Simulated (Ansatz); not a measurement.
Energy profile

The step: InHO ([OH][In]) + H₂O + H₂O → InHO ([OH][In]) + H₂O + H₂O; bonds formed: In1–O3, O2–H5; bonds broken: In1–O2, O3–H5 (atoms numbered as in the saddle structure below).

In1  (1.019, 0.840, 1.261)
O2  (-0.309, 1.091, -0.679)
O3  (-0.806, -0.612, 0.844)
O4  (1.518, -0.912, -0.515)
H5  (-0.847, 0.237, -0.013)
H6  (1.103, -0.350, -1.188)
H7  (-0.854, 1.849, -0.895)
H8  (-1.596, -0.699, 1.378)
H9  (0.772, -1.443, -0.193)
(Å)

Electronic energies by CCSD(T) at an estimated basis limit (MP2 extrapolated from triple and quadruple zeta, plus CCSD(T) − MP2 in triple zeta), on PBE0-D4/def2-TZVP structures; InH$_{5}$O$_{3}$, closed shell; no counterpoise correction. Computed with Ansatz 0.2.0 (basis: def2-TZVPP and def2-QZVPP); correlated methods freeze the cores. Filled d shells of the heavier atoms are correlated. Core potentials replace the inner electrons of the atoms past krypton. The def2 sets are not built for correlating such inner shells, so the correlated values are less sure here. Extrapolation: Hartree–Fock as exp(−7.88 √X), correlation as X^−2.97.

(1) Give the profile in eV, counted from the separated reactants. (An estimate is asked for; the value comes from the calculation.)

No T1 diagnostic of these runs exceeds 0.019.

## Answers

(1) The calculation gives:
| point | eV |
| --- | --- |
| separated: InHO (linked as [OH][In]; In1, O2, H7; singlet) + H$_{2}$O (O3, H5, H8; singlet) + H$_{2}$O (O4, H6, H9; singlet) | 0.000 |
| start structure | -1.041 |
| saddle | -0.797 |
| end structure | -1.041 |
| separated: InHO (linked as [OH][In]; In1, O3, H8; singlet) + H$_{2}$O (O2, H5, H7; singlet) + H$_{2}$O (O4, H6, H9; singlet) | 0.000 |
The saddle lies below the separated reactants: the barrier is submerged.

For scale, one of the runs: CCSD(T)/def2-TZVPP, 213 basis functions, launched by `ansatz run in.yaml --threads 4 --pin off --events-out ev --progress --plain --max-ram 9574MiB`. The run took 110 s on 4 CPU threads of an Arm Neoverse V2 (shared host), with 3.6 GiB of host memory at its peak.
